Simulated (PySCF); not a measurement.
Cost of one run: EPR job, `CCC[CH]B(O)O` [radical].

Method: UKS B3LYP, pcH-1 on B C H O, non-relativistic, mean-field spin-orbit, GIAO (PySCF 2.14.0). Geometry: GFN2-xTB. Work: unrestricted SCF, g, hyperfine, density and orbital grids written, density fitting. The input is one job of a driver script: a line of settings, then coordinates in Å.

Command:
```bash
OMP_NUM_THREADS=1 python probes_run.py task.json out
```

Input:
```
{"job": {"kind": "epr", "basis": "pcH-1"}, "charge": 0, "multiplicity": 2}
C     -1.950581     0.301008     0.932042
C     -1.747816    -0.255758    -0.471710
C     -0.311693    -0.753529    -0.670128
C      0.702178     0.320697    -0.584363
B      2.088881     0.138735     0.041783
O      2.444462    -1.079387     0.540007
O      3.016380     1.152984     0.138122
H     -2.965907     0.671374     1.057054
H     -1.255022     1.116944     1.117055
H     -1.770177    -0.471614     1.675573
H     -1.966880     0.520834    -1.208025
H     -2.441706    -1.082117    -0.640880
H     -0.248789    -1.217156    -1.665685
H     -0.070407    -1.533500     0.054390
H      0.403781     1.268652    -1.017325
H      3.329638    -1.081878     0.904428
H      2.736662     1.995743    -0.212247
```

Hardware: an Arm Neoverse V1 with one thread, no GPU, shared host. PySCF's memory limit was set to 1600 MB.

Question: How large is the basis?

Answer: 275 functions.

Question: Which is nearest to the wall time?
A. 67 s
B. 8.3 s
C. 67 min
D. 8.9 min

Answer: A. The run took 67 s. CPU seconds by part: SCF 30, spin–orbit mean field 2.7, g tensor 26, hyperfine 0.3.

Question: How much memory does it need at the peak?

Answer: About 0.97 GiB. Peak memory is the resident size of the whole Python process, interpreter and libraries included.

Question: At this speed, how long would 1000 such jobs take on 8 cores, one job a core?

Answer: 1000/8 gives 125 rounds of 67 s, about 2.3 h of wall time and 19 core-hours, if the jobs don't slow each other.

Other jobs ran on the host; a repeat could differ by tens of per cent or more.

The run converged: ⟨S²⟩ 0.753; g_iso 2.0029.
